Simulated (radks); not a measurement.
Values are calculated unless marked as measured or tabulated.
Question: Radial electron density D(r) = 4 pi r^2 rho(r) of an atom or ion with 3 electrons. Code: a radial shooting solver on a logarithmic mesh with Libxc functionals. Model: scalar-relativistic Kohn-Sham, LDA (Slater exchange, Perdew-Wang correlation), spin-unpolarised, spherical densities, finite nucleus; Fermi nuclear charge, rms radius of each element as measured or else 0.836 A^(1/3) + 0.57 fm.

| r (bohr) | D(r) (e/bohr) |
|---|---|
| 0.01249 | 0.2127 |
| 0.01374 | 0.2538 |
| 0.01513 | 0.3024 |
| 0.01679 | 0.3650 |
| 0.01848 | 0.4333 |
| 0.0205 | 0.5206 |
| 0.02257 | 0.6153 |
| 0.02504 | 0.7353 |
| 0.02757 | 0.8643 |
| 0.03035 | 1.013 |
| 0.03367 | 1.198 |
| 0.03706 | 1.394 |
| 0.04113 | 1.635 |
| 0.04527 | 1.885 |
| 0.04983 | 2.163 |
| 0.05529 | 2.496 |
| 0.06086 | 2.830 |
| 0.06753 | 3.219 |
| 0.07434 | 3.598 |
| 0.08183 | 3.990 |
| 0.0908 | 4.419 |
| 0.09995 | 4.807 |
| 0.1109 | 5.203 |
| 0.1221 | 5.531 |
| 0.1355 | 5.824 |
| 0.1491 | 6.019 |
| 0.1641 | 6.126 |
| 0.1821 | 6.125 |
| 0.2005 | 6.005 |
| 0.2224 | 5.744 |
| 0.2448 | 5.385 |
| 0.2695 | 4.926 |
| 0.2991 | 4.340 |
| 0.3292 | 3.747 |
| 0.3653 | 3.089 |
| 0.4021 | 2.506 |
| 0.4461 | 1.939 |
| 0.4911 | 1.505 |
| 0.5406 | 1.173 |
| 0.5998 | 0.9334 |
| 0.6603 | 0.8153 |
| 0.7326 | 0.7762 |
| 0.8064 | 0.7941 |
| 0.8877 | 0.8343 |
| 0.985 | 0.8718 |
| 1.084 | 0.8784 |
| 1.203 | 0.8410 |
| 1.324 | 0.7638 |
| 1.458 | 0.6534 |
| 1.617 | 0.5127 |
| 1.78 | 0.3810 |
| 1.976 | 0.2536 |
| 2.175 | 0.1598 |
| 2.413 | 0.08757 |
| 2.656 | 0.04541 |
| 2.924 | 0.02117 |
| 3.244 | 0.008127 |
| 3.571 | 0.002943 |
| 3.963 | 0.0008375 |
| 4.362 | 0.0002241 |

What is the nuclear charge?

Answer: Z = 6. The innermost maximum, from 1s, lies near gamma/Z bohr with gamma = sqrt(1 - (Z/c)^2) = 0.999, here 0.167 bohr (found: 0.172), and its height grows with Z. The density is that of the carbon ion C3+ in [He] 2s1; the configuration itself is not fixed sharply by these data. D(r) has 2 maxima, at r = 0.172, 1.05 bohr, and minima at 0.739 bohr, inside which lie 2.09 electrons.
